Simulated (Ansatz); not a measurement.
C₇H₁₂ClFN₂Zr, SMILES `C[N](C)[Zr]1234([NH2])([Cl])[C@@H]5[C@H]1[C@H]2[C@@]3(F)[C@@H]54` at its PBE0-D4/def2-TZVP geometry, where that method's forces vanish. Total charge 0; spin multiplicity 1. Zr: def2 effective core potential.

| atom | x (Å) | y (Å) | z (Å) |
| --- | --- | --- | --- |
| C1 | -2.094 | 0.653 | -1.628 |
| N2 | -0.764 | 0.884 | -1.131 |
| C3 | -0.488 | 2.285 | -0.910 |
| Zr4 | 0.646 | -0.399 | -0.440 |
| N5 | 0.048 | -2.175 | -1.220 |
| Cl6 | 2.668 | 0.308 | -1.539 |
| C7 | -0.088 | -1.356 | 1.758 |
| C8 | 1.261 | -1.747 | 1.639 |
| C9 | 2.069 | -0.592 | 1.694 |
| C10 | 1.196 | 0.494 | 1.879 |
| F11 | 1.575 | 1.765 | 1.993 |
| C12 | -0.136 | 0.053 | 1.907 |
| H13 | -2.861 | 1.025 | -0.931 |
| H14 | -2.264 | -0.414 | -1.780 |
| H15 | -2.253 | 1.167 | -2.587 |
| H16 | -0.545 | 2.855 | -1.848 |
| H17 | 0.523 | 2.436 | -0.514 |
| H18 | -1.194 | 2.737 | -0.197 |
| H19 | -0.120 | -3.075 | -0.799 |
| H20 | 0.013 | -2.276 | -2.228 |
| H21 | -0.946 | -2.010 | 1.743 |
| H22 | 1.621 | -2.755 | 1.497 |
| H23 | 3.143 | -0.533 | 1.605 |
| H24 | -1.011 | 0.671 | 2.037 |

Problem. For each bond, give half the difference of the two atoms' forces along it (eV/Å; positive pushes the atoms apart) under PBE-D4, r2SCAN-D4, B3LYP-D4, ωB97M-V in def2-TZVPP. (Estimate.)

Solution. Computed: 
| bond | length (Å) | PBE-D4 | r2SCAN-D4 | B3LYP-D4 | ωB97M-V |
| --- | --- | --- | --- | --- | --- |
| C1–N2 | 1.439 | 0.04 | 0.11 | 0.17 | 0.26 |
| C1–H13 | 1.101 | 0.11 | -0.04 | -0.06 | -0.11 |
| C1–H14 | 1.091 | 0.08 | -0.05 | -0.11 | -0.08 |
| N2–C3 | 1.444 | 0.09 | 0.15 | 0.19 | 0.26 |
| N2–Zr4 | 2.028 | 0.04 | -0.01 | -0.07 | -0.18 |
| C3–H16 | 1.099 | 0.11 | -0.03 | -0.08 | -0.12 |
| Zr4–C7 | 2.507 | 0.09 | 0.08 | 0.20 | 0.02 |
| Zr4–C8 | 2.553 | 0.07 | 0.07 | 0.19 | 0.03 |
| Zr4–C9 | 2.573 | 0.02 | 0.05 | 0.18 | 0.05 |
| N5–H19 | 1.008 | 0.22 | 0.00 | -0.05 | -0.01 |
| C7–H21 | 1.080 | -0.04 | -0.11 | -0.18 | -0.11 |
| C9–C10 | 1.406 | 0.09 | 0.03 | 0.00 | -0.06 |
| C9–H23 | 1.079 | -0.05 | -0.14 | -0.16 | -0.10 |
| C12–H24 | 1.079 | -0.05 | -0.14 | -0.16 | -0.09 |

B3LYP here is the variant with VWN-RPA as its local correlation; programs differ in this.
